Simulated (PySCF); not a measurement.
Coordinates in bohr (charge 1 multiplicity 2):
```
Ge    0.7347   -1.1925    0.0000
Br   -0.3441    0.5585    3.6842
Br   -0.3441    0.5585   -3.6842
```

Method: UPBE0 in PySCF with Ge def2-TZVP, Br def2-TZVP; no relativity; density-fitted integrals.

This geometry of [GeBr2]+ is a stationary point at this level.

Problem. What is the point group?

Solution. C2v.

Problem. Is it a minimum?

Solution. Yes: all harmonic wavenumbers are real.

Problem. List the harmonic modes with their infrared intensities.

Solution. 
| symmetry | ω (cm⁻¹) | IR (km/mol) |
| --- | --- | --- |
| a1 | 91 | 1.2 |
| a1 | 286 | 6.1 |
| b2 | 361 | 45.2 |

Problem. Give the atomic charges and bond orders.

Solution. 
| atom | Mulliken | Löwdin | polar tensor | spin (Mulliken) | Mayer order to Ge1 |
| --- | --- | --- | --- | --- | --- |
| Ge1 | 0.84 | 0.22 | 1.10 | 0.48 | – |
| Br2,3 | 0.08 | 0.39 | -0.05 | 0.26 | 1.38 |

In C2v the vibrations span 2a1 + b2. Here b1 is antisymmetric to the molecular plane and b2 lies in it.

This need not be the most stable arrangement of these atoms.
